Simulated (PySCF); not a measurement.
dihydroxy(methoxymethyl)silane (C2H8O3Si), SMILES O[SiH](COC)O.

Geometry: B3LYP-D3(BJ)/def2-SVP. Other conformers were not sampled.

Two levels are set side by side: PBE/def2-TZVP (PySCF) and CAM-B3LYP/def2-TZVP (PySCF). Same geometry, gas phase. Differences are taken from unrounded values.

| quantity | CAM-B3LYP |
|---|---|
| orbital gap (eV) | 10.79 |
| highest occupied level (eV) | -9.27 |
| lowest empty level (eV) | 1.52 |
| dipole moment (D) | 1.53 |
| mean polarisability (bohr³) | 59.8 |

Task: What does PBE give, and how far is it from CAM-B3LYP? (Estimate from the structure and the level; the computed values follow.)

Result: 
```tsv
quantity	PBE	PBE minus CAM-B3LYP
orbital gap (eV)	5.91	-4.88
highest occupied level (eV)	-6.20	3.07
lowest empty level (eV)	-0.29	-1.81
dipole moment (D)	1.38	-0.15
mean polarisability (bohr³)	63.7	3.9
```

PBE's occupied levels lie high since its potential decays too fast outside the molecule; exact exchange lowers them and widens the gap. Loosely held outer electrons make PBE densities more polarisable. Differences between two approximate levels are no errors against the true value.

Rough cost on one machine, each run with all the roots and properties that it gave: CAM-B3LYP against PBE within a factor of 2.
